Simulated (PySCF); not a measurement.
## NMR data sheet: C$_{2}$H$_{11}$N$_{3}$Si$_{3}$

```
Formula                               : C2H11N3Si3
SMILES                                : C#C[Si](N)(N)N([SiH3])[SiH3]
InChI                                 : InChI=1S/C2H11N3Si3/c1-2-8(3,4)5(6)7/h1H,3-4H2,6-7H3
Point group of the computed structure : C1
Degrees of unsaturation               : 2
Carbon signals                        : 2
Proton signals                        : 3
```

Atom-mapped SMILES (the numbers label the heavy atoms): `[CH:1]#[C:2][Si:3]([NH2:4])([NH2:5])[N:6]([SiH3:7])[SiH3:8]` (H(Xn): hydrogen on atom n).

PySCF 2.14 calculation with geometry: GFN2-xTB and shielding tensors at PBE0/pcSseg-1 (GIAO); a single conformation, equivalent nuclei averaged, no solvent, non-relativistic Hamiltonian.

References, each an isolated molecule treated in the same way: ¹H, ¹³C, ²⁹Si vs TMS; NH3 for ¹⁵N.

```tsv
carbon	δC, type	δH (multiplicity)	HMBC from (2–3 bonds)	span of the C tensor (ppm)
C1	96.1, CH	1.65 (s)	–	250
C2	90.4, C	–	H(C1)	295
```

Other nuclei:
| atoms | nucleus | environment | δ (ppm) | σ (ppm) |
| --- | --- | --- | --- | --- |
| H(Si7)/H(Si8) | ¹H | hydrogen on a silicon bonded to N | 4.81 | 26.91 |
| H(N4)/H(N5) | ¹H | hydrogen on a nitrogen bonded to Si | 0.84 | 30.88 |
| Si3 | ²⁹Si | silicon bonded to C, 3 N | -44.7 | 393.9 |
| Si7/Si8 | ²⁹Si | silicon bonded to N, 3 H | -51.0 | 400.2 |
| N4/N5 | ¹⁵N | nitrogen bonded to Si, 2 H | 34.6 | 233.1 |
| N6 | ¹⁵N | nitrogen bonded to 3 Si | 13.8 | 253.9 |

1. Carbon types of the structure: 1 × C, 1 × CH, leaving 10 H on heteroatoms.
2. δC 96.1: terminal alkyne carbon; the triple bond shields along its axis, which puts it between sp3 and sp2 carbons.
3. δC 90.4: alkyne carbon; sp carbons lie upfield of alkene carbons because the cylindrical π system leaves one tensor component strongly shielded.
4. δH 4.81: hydrogen on a silicon bonded to N.
5. δH 1.65: hydrogen on a terminal alkyne carbon; it lies on the axis of the triple bond, in its shielding cone.
6. δH 0.84: hydrogen on a nitrogen bonded to Si; exchangeable, gas-phase position.

OH/NH shifts are gas-phase values; hydrogen bonding in solution moves them, usually downfield. Shifts are as computed. Against solution values, carbons near 30 ppm lie about +3 ppm off and those near 130 ppm about +5 ppm. Of 1211 compounds with measured shifts, 218 miss one by over three times the rms of a fit or turn the order of signals round; such compounds aren't used in these exercises. Experimental scales use liquid or dissolved standards, which lie at an offset from isolated NH3 (liquid NH3: subtract about 20 ppm). No couplings were computed; multiplicities are counted from neighbouring protons, with m where these are inequivalent, close in shift, in a saturated or five-membered ring or joined by F or P, and br s for small geminal =CH2 splittings.
